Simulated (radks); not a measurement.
The numbers below are computed, except where a source is named.
Question: These are the eigenvalues of the occupied orbitals of an atom or ion with whole-number occupations (hartree). Level of theory: scalar-relativistic Kohn-Sham, PBEsol, spin-polarised, spherical densities, finite nucleus; Fermi nuclear charge, rms radius of each element as measured or else 0.836 A^(1/3) + 0.57 fm (a radial shooting solver on a logarithmic mesh with Libxc functionals).

| orbital | eigenvalue |
|---|---|
| 1s up | -385.6414 |
| 1s down | -385.6406 |
| 2s up | -56.62956 |
| 2s down | -56.49130 |
| 2p up | -50.62430 |
| 2p down | -50.52032 |
| 3s up | -14.50250 |
| 3s down | -14.28916 |
| 3p up | -12.63603 |
| 3p down | -12.42208 |
| 3d up | -9.66644 |

Which element is it, and in what charge state? The configuration may be excited. Open shells, if any, are filled with parallel spins first.

Answer: Z = 31, gallium, charge +10: Ga10+ in [Ar] 3d3. The list shows which subshells hold electrons but not how many an open one holds; the 1s level, -385.64 hartree, gives Z - s = 27.8 by -(Z - s)^2/2, which with screening and relativity narrows Z to a few neighbours, and the depths of the outer levels then fix element, charge and occupations together.
